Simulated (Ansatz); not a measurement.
CH6F2O2Si2 can be A, `O[Si@H](F)C[Si@H](O)F`, or B, `C[SiH](O)[Si](O)(F)F`.

Program: Ansatz. Geometries: PBE0-D4/def2-TZVP. ΔE: electronic, gas phase. CCSD(T)/CBS adds triple-zeta CCSD(T) − MP2 to the extrapolated MP2 energy (def2 sets, frozen cores). Functionals use def2-TZVPP. B3LYP here is the variant with VWN-RPA as its local correlation; programs differ in this. One conformer a species, not always the lowest.

Problem. Which is lower in electronic energy at CCSD(T)/CBS, and by how much? (Estimate.)

Solution. Ansatz gave: A, by 10.7 kcal/mol.

Problem. Give E(B) − E(A) in kcal/mol with MP2/def2-TZVPP, PBE0-D4, CCSD(T)/def2-TZVPP, B3LYP-D4, B2PLYP, ωB97M-V, r2SCAN-D4. (An estimate is asked.)

Solution. The calculation gave: MP2/def2-TZVPP 12.4, PBE0-D4 8.2, CCSD(T)/def2-TZVPP 10.9, B3LYP-D4 8.8, B2PLYP 9.9, ωB97M-V 11.6, r2SCAN-D4 9.6. None reverses the order clearly.

Largest T1 diagnostic: 0.012.

From PBE to PBE0 (25 % exact exchange), in def2-TZVPP and without D4, E(B) − E(A) moves by +1.5 kcal/mol.
